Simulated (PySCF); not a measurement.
**Radial density of S⁺ (sulfur, charge +1)**

UHF, [Ne] 3s1 3p3 4s1, high-spin 6S determinant (an excited configuration). All numbers are calculated (PySCF 2.14, the non-relativistic Hamiltonian (point nucleus), in aug-cc-pV(5+d)Z).

```tsv
r (bohr)	4πr²ρ (e/bohr)	4πr²(ρα − ρβ)
0.00155	0.07641	0.0003
0.00260	0.2090	0.0009
0.00438	0.5587	0.0023
0.00737	1.437	0.0060
0.0124	3.462	0.0145
0.0208	7.484	0.0313
0.0351	13.50	0.0568
0.0590	18.14	0.0821
0.0992	15.93	0.1255
0.167	12.02	0.3384
0.281	16.61	0.6357
0.472	14.24	0.1561
0.794	3.929	0.5498
1.34	2.888	2.7763
2.25	1.384	1.3836
3.78	0.3758	0.3758
6.36	0.09701	0.0970
10.7	0.0005238	0.0005
```

The outer electron is Rydberg-like, and this basis confines it to a smaller radius and binds it less than a complete one would.
